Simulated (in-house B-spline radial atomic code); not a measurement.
Results of a calculation; reference values are marked as such.
## What the choice of pseudopotential does to G0W0 on PBE0: Bi

All numbers come from an all-electron radial atomic-structure program (B-spline basis), non-relativistic (model numbers for so heavy an element), configuration [Xe] 4f14 5d10 6s2 6p3, open shells at high spin. Semilocal Troullier-Martins pseudo-atoms, one channel per l, are made with PBE or LDA for several valence sets and radii, with or without a model core, and set against the all-electron atom. One channel fits only the lowest state of its l, so a second state of that l is approximate. All electrons give 6p up: PBE0 -6.346 eV, G0W0 -8.851 eV, 6s down: PBE0 -11.005 eV, G0W0 -13.660 eV. Potentials are made in the ion's own configuration unless the neutral atom is named, and a smooth local potential serves every l without a channel. Potentials that miss their own reference levels by more than 6 millihartree, or need radii over 3.5 bohr, are left out. Columns give pseudo minus all-electron, in eV; a dash marks a level in the core or of low weight.

```
    valence  made with          radii (bohr)  model core (bohr)  6p up PBE0  6p up G0W0  6s down PBE0  6s down G0W0
      6s 6p        PBE         s 1.91 p 2.27               none       +0.05       -0.05         +0.16         +0.35
      6s 6p        PBE         s 2.12 p 2.52               none       +0.04       +0.02         +0.18         +0.38
      6s 6p        PBE         s 1.91 p 2.27               1.87       +0.04       +0.01         +0.29         +0.48
      6s 6p        PBE         s 2.12 p 2.52               1.87       +0.04       +0.06         +0.28         +0.51
      6s 6p        PBE         s 2.76 p 3.28               1.87       +0.04       +0.12         +0.26         +0.57
   5d 6s 6p        PBE  s 1.91 p 2.27 d 0.92               none       -0.11       -0.27         +0.04         -0.37
   5d 6s 6p        PBE  s 2.44 p 2.90 d 1.18               none       -0.11       -0.28         +0.03         -0.36
   5d 6s 6p        PBE  s 2.76 p 3.28 d 1.33               none       -0.10       -0.29          0.00         -0.42
   5d 6s 6p        PBE  s 1.70 p 2.02 d 0.82               0.89       -0.14       -0.31         +0.04         -0.36
   5d 6s 6p        PBE  s 1.91 p 2.27 d 0.92               0.89       -0.12       -0.30         -0.01         -0.42
   5d 6s 6p        LDA  s 2.10 p 2.52 d 1.02               0.89       -0.12       -0.29         -0.02         -0.41
   5d 6s 6p        PBE  s 2.44 p 2.90 d 1.18               0.89       -0.12       -0.30         -0.02         -0.42
   5d 6s 6p        PBE  s 2.76 p 3.28 d 1.33               0.89       -0.12       -0.31         -0.03         -0.45
5p 5d 6s 6p        PBE  s 2.76 p 1.16 d 1.33               0.72       +0.03       +0.09         -0.73         -1.69
```

How does the G0W0 shift of 6p up, which all sets hold, depend on the valence set?

Mean size: 6s 6p: 0.05 eV; 5p 5d 6s 6p: 0.09 eV; 5d 6s 6p: 0.29 eV. A larger valence set can do worse when it takes only part of a shell, whose exchange with the frozen rest is then left to the functional. The means mix radii and the functional used in making the potentials.
